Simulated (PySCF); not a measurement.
A mixed set of molecules. Computed with TDDFT CAM-B3LYP/def2-SVPD, vertical, gas phase, core orbitals frozen in the response in PySCF 2.14.0, density-fitted response routines. Geometries: GFN2-xTB; one conformer of each isolated species. Triplets are in the Tamm–Dancoff approximation. 'Strongest' means the level of largest summed f among the lowest 8 singlets; it needn't be the same kind of state in each.

Question: Rank by computed lowest singlet excitation energy, highest first.
A. `C(=C/Cl)/C(=O)O`
B. `[SiH3][C@@H]1CC[P@H]1=S`
C. `CP(C)CC(F)(F)F`
D. `C=C(C)C(=O)F`
E. `C=CCC(=O)F`
F. `O=C(O)C1=CC=C(Cl)[SiH2]1`
G. `o1cc([SiH3])cc1C(=O)Cl`

Answer: C (6.64 eV), E (6.14 eV), B (5.54 eV), D (5.36 eV), A (5.04 eV), G (4.69 eV), F (3.79 eV).

```csv
SMILES,S1 (eV),first f ≥ 0.01 (nm),strongest (eV),LUMO (eV),α (au),S1 mainly
CP(C)CC(F)(F)F,6.64,187,7.80,1.18,77.3,H→L (54%)
C=CCC(=O)F,6.14,162,7.73,0.55,51.6,H-1→L (90%)
[SiH3][C@@H]1CC[P@H]1=S,5.54,212,6.68,0.83,107.0,H→L+1 (63%)
C=C(C)C(=O)F,5.36,199,6.22,-0.87,52.7,H-1→L (93%)
O=C(O)/C=C\Cl,5.04,211,5.88,-0.74,59.3,H-1→L (92%)
O=C(Cl)c1cc([SiH3])co1,4.69,250,4.97,-1.23,108.1,H-1→L (88%)
O=C(O)C1=CC=C(Cl)[SiH2]1,3.79,327,3.79,-1.57,107.2,H→L (97%)
```

H and L stand for HOMO and LUMO.

- `CP(C)CC(F)(F)F`: Löwdin shares by element: HOMO phosphorus 61%, carbon 29% or more; LUMO carbon 40% or more, hydrogen 9% or more (atoms not listed hold the other 51%).
- `C=CCC(=O)F`: Löwdin shares by element: HOMO carbon 83% or more (atoms not listed hold the other 17%); LUMO carbon 49% or more, oxygen 32%, fluorine 9%.
- `[SiH3][C@@H]1CC[P@H]1=S`: Löwdin shares by element: HOMO sulfur 73%, phosphorus 16%; LUMO silicon 25%, sulfur 10%, carbon 9% or more, phosphorus 7% (atoms not listed hold the other 50%).
- `C=C(C)C(=O)F`: Löwdin shares by element: HOMO carbon 76% or more, oxygen 6% (atoms not listed hold the other 18%); LUMO carbon 65% or more, oxygen 19% (atoms not listed hold the other 16%).
- `O=C(O)/C=C\Cl`: Löwdin shares by element: HOMO carbon 50% or more, chlorine 33%, oxygen 9% or more; LUMO carbon 65%, oxygen 15% or more (atoms not listed hold the other 20%).
- `O=C(Cl)c1cc([SiH3])co1`: Löwdin shares by element: HOMO carbon 73% or more (atoms not listed hold the other 27%); LUMO carbon 47% or more, oxygen 19% or more (atoms not listed hold the other 34%).
- `O=C(O)C1=CC=C(Cl)[SiH2]1`: Löwdin shares by element: HOMO carbon 57% or more, chlorine 18% (atoms not listed hold the other 25%); LUMO carbon 65% or more (atoms not listed hold the other 35%).
